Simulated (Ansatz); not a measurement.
Stepwise reaction of `[NH]=[Nb]([NH2])([Cl])[Cl]` with ammonia, as a gas-phase model of exchange steps in deposition or etching. ΔE in kJ/mol; ΔG adds harmonic PBE0-D4 terms to CCSD(T)/CBS, at 1 bar.

Computed with Ansatz on PBE0-D4/def2-TZVP structures; ΔE is electronic, products minus reactants. CCSD(T)/CBS is the MP2 limit (def2-TZVPP, def2-QZVPP) plus CCSD(T) − MP2 in def2-TZVPP, frozen cores. This one scheme is used for every species. Functionals use def2-TZVPP. B3LYP here is the variant with VWN-RPA as its local correlation; programs differ in this. Elements past krypton have def2 core potentials. For Nb outer-core shells are correlated without core-valence functions, which leaves a few kJ/mol of doubt a bond. One conformer a species, not always the lowest.

```json
{"step": "1", "reaction": "`[NH]=[Nb]([NH2])([Cl])[Cl]` + NH₃ → `[NH]=[Nb]([NH2])([NH2])[Cl]` + HCl", "PBE-D4": "84.1", "B3LYP-D4": "84.3", "ωB97M-V": "83.4", "CCSD(T)/CBS": "84.9", "ΔG(600 K)": "75.7"}
{"step": "2", "reaction": "`[NH]=[Nb]([NH2])([NH2])[Cl]` + NH₃ → `[NH]=[Nb]([NH2])([NH2])[NH2]` + HCl", "PBE-D4": "107.4", "B3LYP-D4": "108.0", "ωB97M-V": "107.2", "CCSD(T)/CBS": "109.2", "ΔG(600 K)": "100.2"}
```

Question: By hand: ΔE of the 2 steps together at CCSD(T)/CBS.

Answer: (84.9) + (109.2) = 194.1 kJ/mol, or 97.1 kJ/mol a step.

In ΔE each step is higher than the one before. All are uphill at CCSD(T)/CBS. ΔG lies between 75.7 and 100.2 kJ/mol a step. PBE-D4 differs from CCSD(T)/CBS by -1.8 to -0.8 kJ/mol a step. Isolated molecules leave out the surface, adducts and barriers. Largest T1 diagnostic: 0.020.
